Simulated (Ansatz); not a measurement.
Compare A (`CO[SiH](F)C#N`) with its isomer B (`F[SiH]1COC=N1`).

Isolated molecules relaxed with PBE0-D4/def2-TZVP in Ansatz; ΔE leaves out vibrations. CCSD(T)/CBS is the MP2 limit (def2-TZVPP, def2-QZVPP) plus CCSD(T) − MP2 in def2-TZVPP, frozen cores. DFT in def2-TZVPP. B3LYP here is the variant with VWN-RPA as its local correlation; programs differ in this. One conformer a species, not always the lowest.

(1) Which isomer does CCSD(T)/CBS put lower? Give the gap. (An estimate is asked.)

(2) Give E(B) − E(A) in kcal/mol with BLYP-D4, ωB97M-V, PBE0-D4, B3LYP-D4, CCSD/def2-TZVPP, CCSD(T)/def2-SVP, PBE-D4. (An estimate is asked.)

(3) Does the order hold for the free energy at 298.15 K (harmonic terms from PBE0-D4)? (Best estimate.)

Largest T1 diagnostic: 0.015.

Results:

(1) The calculation gave: A, by 19.0 kcal/mol.

(2) Computed: BLYP-D4 17.2, ωB97M-V 15.6, PBE0-D4 8.9, B3LYP-D4 16.8, CCSD/def2-TZVPP 21.4, CCSD(T)/def2-SVP 19.6, PBE-D4 8.3. None reverses the order clearly.

(3) Computed: Yes: G(B) − G(A) = +22.5 kcal/mol, for one conformer each.

Leaving LDA and LC-ωPBE aside and taking each functional with its dispersion term where it has one, the values, not all of them listed here, spread over 11.5 kcal/mol, from PBE-D4 to B2PLYP. LDA lies −10.5 kcal/mol from PBE without D4. The D4 term adds −1.0 kcal/mol with B3LYP and −0.4 kcal/mol with PBE0; it sums over pairs of atoms, weighted by their polarisabilities, and B3LYP, whose exchange is more repulsive, gets the larger term.
